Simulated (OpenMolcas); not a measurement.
# Mn3+: ligand-field states by method

Mn3+ with its 6 nearest chloride ions at 2.48 Å, on the Y site of Cs2NaYCl6 (a = 10.7396 Å, distance in the model lattice 2.619 Å). The rest of the host is ab initio model potentials to 7.6 Å, with orthogonalisation functions on the cations behind the ligands, and point charges beyond; the distance is set by hand and nothing relaxes. Ligand basis ANO-RCC-VDZP.

```
Program             : OpenMolcas
Basis               : ANO-RCC-VTZP [6s5p3d2f1g]
Scalar Hamiltonian  : DKH2, point nucleus
Active space        : 4 electrons in 5 orbitals (3d)
State averaging     : 2S+1 = 5 even, 5 roots; 2S+1 = 3 even, 45 roots; 2S+1 = 1 even, 50 roots
Spin-orbit coupling : state interaction with AMFI integrals over the reference wave functions
```

I. CASSCF
II. SS-CASPT2, IPEA 0.25 Eh, imaginary shift 0.1 Eh (closed shells correlated: 3s 3p and the ligand valence shells)

Spin-free states (labels of O, the rotations of Oh) in cm-1, each column counted from its own energy of the first state listed:

| State | Degeneracy | I | II |
| --- | --- | --- | --- |
| 5E | 2 | 0 | 0 |
| 5T2 | 3 | 9323 | 12470 |
| 3T1 | 3 | 16705 | 7510 |
| 3E | 2 | 21770 | 14610 |
| 3T1 | 3 | 23953 | 15630 |
| 3T2 | 3 | 24549 | 16690 |
| 3A2 | 1 | 26313 | 17880 |
| 3A1 | 1 | 27143 | 18090 |
| 1T2 | 3 | 28181 | 13810 |
| 1E | 2 | 28820 | 14680 |
| 3E | 2 | 29837 | 21030 |
| 3T1 | 3 | 30665 | 27620 |
| 3T2 | 3 | 31657 | 27670 |
| 3T1 | 3 | 32366 | 26500 |
| 1A1 | 1 | 32855 | 17940 |
| 1A2 | 1 | 33106 | 21780 |
| 1T2 | 3 | 33524 | 21530 |
| 1T1 | 3 | 35106 | 23020 |
| 3T2 | 3 | 36843 | 31790 |
| 3T1 | 3 | 38822 | 38770 |

From I to II, I's first state of the same spin (5T2) moves from 9323 to 12470 cm-1, by about +3100 cm-1.

From I to II, I's first state of another spin (3T1) moves from 16705 to 7510 cm-1, by about -9200 cm-1.

χT at 300 K: I 2.93, II 2.95 cm3 K/mol.

Roots that are degenerate in the reference are averaged as groups; the widest CASPT2 spread within a group is 520 cm-1 (the 2-fold group of multiplicity 1 near 71100 cm-1 above the lowest state of its run, II). Shifts and gaps below about the spread of the groups concerned are not significant. Over all roots computed the reference weight is 0.63 to 0.67 in II; a low but even weight reflects the number of correlated electrons. An orbital doublet at a regular site is open to a Jahn-Teller distortion, which this geometry leaves out. Ligand-to-metal charge-transfer states are missing. With no ligand orbital active B as a rule stays too high, so bands that hang on it stand too high and its fall with covalency is understated. Without dynamic correlation the repulsion within the d shell is too large (B by tens of per cent), so at a given field states of lower spin stand too high (holds for I). With metal d orbitals alone and no dynamic correlation the field as a rule comes out too small, by tens of per cent, by up to half for chloride and softer ligands (holds for I). This shell can be high or low spin here, a state of another spin lies low, and with metal d orbitals alone active their balance is uncertain, so the ground spin may be wrong (holds for II). These CASPT2 states fit no ligand-field parameters well, so their order and spin gaps are uncertain (holds for II). With one d shell and no ligand orbital active, 10Dq can be off by a tenth or more (holds for II). No measured value stands beside these numbers; the geometry was set by hand and not optimised.
